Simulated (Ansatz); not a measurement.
Reaction: BBr2F (dibromo(fluoro)borane, SMILES BrB(Br)F) → BBrF (SMILES Br[B]F, doublet) + Br (doublet) (the B-Br bond breaks)
Each species at its own B3LYP-D3(BJ)/def2-TZVP minimum (Ansatz, a program for electronic structure).

Total energies in hartree (Ansatz). Open shells are spin-unrestricted; no spin-orbit coupling. Cores are frozen in correlated methods (noble-gas shells, and filled d and f shells in the p block). No relativity. Spin-orbit terms, left out, reach several kcal/mol for Br and I, and more for heavier atoms.

```csv
species,HF/cc-pVTZ,CCSD(T)/cc-pVTZ,HF/cc-pVQZ,CCSD(T)/cc-pVQZ,CCSD(T)/cc-pVDZ,CCSDT(Q)/cc-pVDZ
1: BBr2F (SMILES FB(Br)Br),-5269.22890,-5269.94505,-5269.24440,-5270.02621,-5269.56174,-5269.56347
"2: BBrF (SMILES Br[B]F, doublet)",-2696.66497,-2697.18011,-2696.67793,-2697.23910,-2696.92740,-2696.92897
3: Br (doublet),-2572.44509,-2572.60263,-2572.44802,-2572.62195,-2572.47590,-2572.47619
```

Task: Work out the bond dissociation energy (electronic) in kcal/mol: take Hartree-Fock from cc-pVQZ, extrapolate the CCSD(T) correlation energy as X^-3 (X = 3, 4), and add CCSDT(Q) - CCSD(T) in cc-pVDZ. 1 hartree = 627.51 kcal/mol.

Result: 
Species 1: correlation (64·(-0.78181) - 27·(-0.71615))/37 = -0.82972; step -0.00173; E1 = -5269.24440 + (-0.82972) + (-0.00173) = -5270.07585
Species 2: correlation (64·(-0.56117) - 27·(-0.51514))/37 = -0.59476; step -0.00157; E2 = -2696.67793 + (-0.59476) + (-0.00157) = -2697.27426
Species 3: correlation (64·(-0.17393) - 27·(-0.15754))/37 = -0.18589; step -0.00029; E3 = -2572.44802 + (-0.18589) + (-0.00029) = -2572.63420
-1·E1 +1·E2 +1·E3 = 0.16739 hartree = 105.0 kcal/mol.
